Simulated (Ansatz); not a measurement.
Steps of a relaxation of `C/C([SiH3])=N\[SiH3]` with RKS PBE-D4/def2-SVP.

```sh
$ ansatz run in.yaml --threads 4 --pin off --events-out ev --progress --plain --max-ram 10444MiB
```

```yaml
crystal:
  periodic: [false, false, false]
  atoms:
    - {symbol: C, position_ang: [-0.472400, 0.378700, 1.250100]}
    - {symbol: C, position_ang: [0.078200, -0.348500, 0.083800]}
    - {symbol: Si, position_ang: [0.557200, -2.156000, 0.435300]}
    - {symbol: N, position_ang: [0.370900, 0.086700, -1.127300]}
    - {symbol: Si, position_ang: [-0.090100, 1.670900, -1.671300]}
    - {symbol: H, position_ang: [-1.536700, 0.755500, 0.980900]}
    - {symbol: H, position_ang: [0.116200, 1.307600, 1.459400]}
    - {symbol: H, position_ang: [-0.536700, -0.162400, 2.142200]}
    - {symbol: H, position_ang: [-0.356800, -2.742500, 1.466800]}
    - {symbol: H, position_ang: [1.943300, -2.204600, 1.096400]}
    - {symbol: H, position_ang: [0.577500, -3.014800, -0.746800]}
    - {symbol: H, position_ang: [0.297100, 1.831700, -3.063200]}
    - {symbol: H, position_ang: [-1.595800, 1.916200, -1.480000]}
    - {symbol: H, position_ang: [0.635400, 2.652200, -0.797600]}
basis:
  gaussian: {orbitals: def2-SVP}
hamiltonian: {xc: pbe, dispersion: d4}
relax: {f_tol: 0.03, max_steps: 200}
```

Positions (Å) and forces (eV/Å) along the path, 10 of 40 steps:

```xyz
14
step=1 energy=-19444.3502 eV
C    -0.472    0.379    1.250   -1.420    2.878   -1.969
C     0.078   -0.348    0.084    1.212   -0.538   -1.746
Si    0.557   -2.156    0.435    0.703   -0.109    0.769
N     0.371    0.087   -1.127   -0.812   -1.194    1.854
Si   -0.090    1.671   -1.671   -0.543    0.687    0.777
H    -1.537    0.755    0.981    1.071   -0.349    0.387
H     0.116    1.308    1.459   -0.102   -0.117   -0.128
H    -0.537   -0.162    2.142   -0.136   -1.416    1.856
H    -0.357   -2.743    1.467   -0.217   -0.059    0.092
H     1.943   -2.205    1.096   -0.326    0.110   -0.227
H     0.578   -3.015   -0.747   -0.015   -0.328   -0.653
H     0.297    1.832   -3.063    0.151    0.148   -0.816
H    -1.596    1.916   -1.480    0.377   -0.072   -0.144
H     0.635    2.652   -0.798    0.055    0.359   -0.051
14
step=6 energy=-19444.6704 eV
C    -0.500    0.430    1.273    0.001   -0.047   -0.034
C     0.072   -0.392    0.128   -0.051    0.074    0.103
Si    0.580   -2.215    0.456    0.015   -0.094   -0.007
N     0.268    0.049   -1.063    0.007    0.068   -0.076
Si   -0.079    1.692   -1.643   -0.007   -0.075   -0.004
H    -1.566    0.666    1.056    0.006    0.009    0.014
H     0.038    1.396    1.362    0.001    0.042   -0.002
H    -0.462   -0.088    2.251    0.007   -0.020    0.002
H    -0.372   -2.867    1.428   -0.003   -0.003    0.000
H     1.947   -2.226    1.090    0.005    0.010    0.006
H     0.613   -2.982   -0.831    0.003    0.001   -0.001
H     0.335    1.785   -3.080    0.012    0.001   -0.002
H    -1.558    1.986   -1.547    0.000    0.018    0.000
H     0.670    2.738   -0.851    0.004    0.016    0.000
14
step=10 energy=-19444.6759 eV
C    -0.472    0.433    1.307    0.044   -0.005   -0.059
C     0.067   -0.382    0.144   -0.039   -0.033    0.006
Si    0.552   -2.222    0.442   -0.004    0.009    0.020
N     0.236    0.059   -1.052    0.023    0.020    0.014
Si   -0.074    1.695   -1.659   -0.018    0.015   -0.016
H    -1.577    0.511    1.210   -0.011   -0.008    0.011
H    -0.065    1.465    1.280   -0.011    0.025    0.038
H    -0.259   -0.018    2.297    0.013   -0.004   -0.018
H    -0.443   -2.896    1.354   -0.003   -0.004    0.000
H     1.889   -2.249    1.140    0.002   -0.003    0.001
H     0.643   -2.951   -0.863   -0.003    0.003    0.001
H     0.409    1.767   -3.076    0.007    0.001    0.000
H    -1.554    1.994   -1.637    0.004   -0.003   -0.002
H     0.636    2.764   -0.857   -0.003   -0.013    0.003
14
step=14 energy=-19444.6797 eV
C    -0.452    0.432    1.313   -0.096    0.061    0.097
C     0.067   -0.374    0.139    0.015   -0.033   -0.004
Si    0.530   -2.220    0.441   -0.005    0.007   -0.001
N     0.236    0.067   -1.057   -0.011    0.029   -0.014
Si   -0.067    1.703   -1.669    0.007    0.002    0.000
H    -1.570    0.400    1.305    0.161    0.003    0.012
H    -0.146    1.501    1.245   -0.039   -0.109    0.010
H    -0.126    0.018    2.293   -0.031    0.057   -0.098
H    -0.475   -2.881    1.352    0.001   -0.001    0.000
H     1.866   -2.262    1.140   -0.003   -0.004   -0.002
H     0.611   -2.953   -0.864   -0.001   -0.001    0.001
H     0.481    1.788   -3.062    0.000    0.001    0.017
H    -1.552    1.971   -1.713    0.012   -0.005   -0.006
H     0.586    2.783   -0.833   -0.011   -0.008   -0.012
14
step=19 energy=-19444.6912 eV
C    -0.402    0.436    1.352   -0.139    0.070    0.194
C     0.056   -0.361    0.149   -0.003   -0.021    0.005
Si    0.473   -2.224    0.424   -0.005   -0.008   -0.011
N     0.200    0.082   -1.048   -0.019    0.055    0.009
Si   -0.058    1.714   -1.687   -0.035    0.029   -0.044
H    -1.479    0.199    1.558    0.277    0.055   -0.052
H    -0.315    1.535    1.186   -0.017   -0.167    0.037
H     0.159    0.157    2.276   -0.103    0.052   -0.185
H    -0.529   -2.865    1.353    0.008    0.000    0.000
H     1.825   -2.313    1.089   -0.009   -0.002   -0.005
H     0.501   -2.947   -0.889   -0.003    0.006    0.010
H     0.720    1.831   -2.968   -0.024   -0.004    0.070
H    -1.530    1.882   -1.997    0.101   -0.020    0.016
H     0.369    2.845   -0.769   -0.030   -0.044   -0.043
14
step=22 energy=-19444.7086 eV
C    -0.341    0.427    1.419    0.051   -0.021   -0.012
C     0.036   -0.341    0.168   -0.003    0.110   -0.045
Si    0.419   -2.215    0.409    0.006   -0.025   -0.041
N     0.139    0.127   -1.022   -0.009   -0.012   -0.034
Si   -0.077    1.730   -1.732    0.029   -0.109    0.096
H    -1.364    0.123    1.724   -0.045   -0.007    0.059
H    -0.327    1.525    1.284    0.013    0.045   -0.075
H     0.331    0.155    2.259   -0.018    0.010    0.045
H    -0.542   -2.835    1.393   -0.003   -0.002   -0.006
H     1.801   -2.340    0.998    0.007   -0.002   -0.006
H     0.356   -2.932   -0.905   -0.003   -0.010   -0.005
H     0.958    1.883   -2.809    0.001   -0.011    0.023
H    -1.444    1.749   -2.358   -0.005   -0.009   -0.012
H     0.041    2.915   -0.799   -0.020    0.042    0.014
14
step=24 energy=-19444.7194 eV
C    -0.308    0.446    1.428    0.007   -0.033   -0.036
C     0.030   -0.344    0.178    0.019    0.049    0.065
Si    0.397   -2.226    0.397    0.005   -0.015   -0.011
N     0.121    0.117   -1.015   -0.041   -0.017   -0.029
Si   -0.094    1.717   -1.720    0.018    0.097   -0.040
H    -1.315    0.144    1.790   -0.003    0.003    0.012
H    -0.308    1.539    1.251    0.000    0.003   -0.009
H     0.399    0.207    2.251   -0.003    0.006   -0.007
H    -0.544   -2.846    1.401   -0.003    0.003   -0.003
H     1.794   -2.375    0.944   -0.003    0.003   -0.010
H     0.287   -2.928   -0.923   -0.003    0.003    0.007
H     1.055    1.929   -2.672   -0.075   -0.023    0.054
H    -1.388    1.677   -2.499    0.106   -0.011    0.056
H    -0.139    2.914   -0.783   -0.024   -0.068   -0.047
14
step=32 energy=-19444.7311 eV
C    -0.348    0.457    1.448    0.011    0.006    0.003
C    -0.005   -0.338    0.208   -0.023    0.022    0.014
Si    0.362   -2.225    0.383    0.042   -0.082   -0.001
N     0.112    0.115   -0.986    0.015   -0.010   -0.002
Si   -0.045    1.711   -1.714   -0.010    0.002    0.006
H    -1.268    0.052    1.921    0.007    0.004   -0.004
H    -0.494    1.535    1.232    0.001   -0.020    0.001
H     0.459    0.347    2.206   -0.016    0.000   -0.005
H    -0.258   -2.809    1.634    0.029    0.031   -0.052
H     1.859   -2.407    0.481   -0.084    0.015   -0.011
H    -0.153   -2.953   -0.828    0.019    0.039    0.055
H     1.280    2.018   -2.352    0.007    0.000    0.002
H    -1.092    1.590   -2.784   -0.006   -0.006   -0.006
H    -0.422    2.877   -0.821    0.008   -0.002    0.001
14
step=33 energy=-19444.7327 eV
C    -0.369    0.457    1.449    0.010   -0.002   -0.009
C    -0.003   -0.336    0.214   -0.022    0.002    0.019
Si    0.370   -2.222    0.382    0.025   -0.058   -0.004
N     0.128    0.115   -0.979    0.004    0.000    0.005
Si   -0.032    1.709   -1.711    0.016    0.006   -0.016
H    -1.296    0.049    1.905    0.002   -0.002   -0.004
H    -0.514    1.534    1.232    0.000    0.000   -0.001
H     0.424    0.348    2.221   -0.007   -0.001   -0.003
H    -0.191   -2.802    1.661    0.021    0.024   -0.033
H     1.867   -2.405    0.404   -0.051    0.008   -0.004
H    -0.207   -2.953   -0.798    0.013    0.027    0.035
H     1.293    2.014   -2.353   -0.008   -0.004    0.004
H    -1.082    1.583   -2.779    0.004    0.002    0.011
H    -0.401    2.878   -0.819   -0.007   -0.002   -0.002
14
step=40 energy=-19444.7363 eV
C    -0.441    0.451    1.446   -0.001    0.001   -0.003
C     0.013   -0.328    0.234   -0.005   -0.001    0.004
Si    0.394   -2.215    0.382    0.010   -0.019    0.000
N     0.192    0.126   -0.952    0.002    0.002    0.000
Si    0.025    1.711   -1.701    0.003    0.001   -0.001
H    -1.387    0.021    1.842    0.002   -0.001    0.001
H    -0.598    1.526    1.223    0.001   -0.001   -0.001
H     0.302    0.354    2.266    0.001    0.000   -0.001
H     0.120   -2.754    1.766    0.002    0.007   -0.010
H     1.847   -2.433    0.060   -0.018    0.004    0.002
H    -0.456   -2.958   -0.609    0.007    0.009    0.008
H     1.362    2.037   -2.304   -0.001    0.000    0.001
H    -0.990    1.557   -2.798    0.001    0.000    0.001
H    -0.396    2.876   -0.828   -0.002   -0.002   -0.001
```

Hardware: 4 threads of an Intel Xeon 6975P-C on a shared host. Wall time 30 s, peak host memory 0.2 GiB.
